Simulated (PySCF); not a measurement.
# Reading the logs of faulty runs: B2H2O2

All numbers below are calculated, not measured. They come from PySCF 2.14.0, an open-source quantum chemistry program, on an isolated molecule that a program drew, which may never have been made. The molecule is B2H2O2 (charge 0, singlet), drawn as the SMILES string `BOB=O`.

Each row is a Hartree-Fock (HF) and frozen-core CCSD(T) single point in the cc-pVDZ basis, meant for a local HF minimum. Run 1 is clean. Each other run has one planted mistake out of seven kinds, and not every kind appears here: one electron removed, one electron added, multiplicity raised by two, geometry at a saddle point, minimal basis STO-3G, one bond length entered in bohr, all coordinates scaled. The reference is restricted for singlets and unrestricted otherwise, and also for a bond in bohr. Adding or removing an electron swaps singlet and doublet. Electrons count all cores. HOMO and LUMO are orbital energies over both spins, the gradient is its largest component, and the lowest frequency (negative if imaginary) is given only where the gradient is small. Bond lengths are over the 5 bonds as drawn. T1 is the CCSD diagnostic: over 0.02 (restricted) or 0.045 (unrestricted) a single reference is doubtful.

Geometry of the clean run:
```xyz
6
B2H2O2, angstrom
B    -0.1244    0.6126   -0.3439
O     0.0886   -0.7258   -0.5689
B     1.1744   -1.3914   -0.8989
O     2.1372   -2.0289   -1.1979
H    -1.2341    0.9379   -0.0544
H     0.7870    1.3806   -0.4442
```

```
run,electrons,basis functions,<S^2>,HOMO (eV),LUMO (eV),gradient (hartree/bohr),lowest frequency (cm^-1),mean bond (Å),longest bond (Å),T1,HF (hartree),CCSD(T) (hartree),mistake
1,28,66,0.000,-13.29,2.12,2.3e-05,174,1.2541,1.374,0.0179,-200.39214,-200.94343,no fault
2,28,66,0.000,-13.12,1.86,7.6e-02,-,1.3130,1.438,0.0202,-200.37732,-200.93984,all coordinates scaled
3,29,66,0.760,0.48,9.65,1.1e-01,-,1.2541,1.374,0.0170,-200.34265,-200.90732,one electron added
4,28,66,0.651,-10.66,1.59,2.0e-02,-,1.4669,2.260,0.0634,-200.26729,-200.82186,one bond length entered in bohr
5,28,22,0.000,-10.26,6.68,3.9e-02,-,1.2541,1.374,0.0241,-197.71849,-197.94595,minimal basis STO-3G
6,28,66,2.018,-7.44,-3.57,5.7e-02,-,1.2541,1.374,0.0291,-200.16759,-200.72353,?
```

**Which mistake was planted in run 6, and what did it cost?**

Electrons, basis and geometry are unchanged, and <S^2> is 2.018, beside S(S+1) = 2.00 for a multiplicity of 3. So the mistake is: multiplicity raised by two. Subtracting run 1 and multiplying by 627.51 kcal/mol a hartree, the energy moved by 140.9 kcal/mol in HF and 138.0 kcal/mol in CCSD(T).

Cautions from the logs. Run 2: T1 is over the limit, so its CCSD(T) energy is less reliable; run 3: the HOMO is above zero, so the electron isn't bound and the energy depends on the basis; run 4: T1 is over the limit, so its CCSD(T) energy is less reliable; run 5: T1 is over the limit, so its CCSD(T) energy is less reliable.
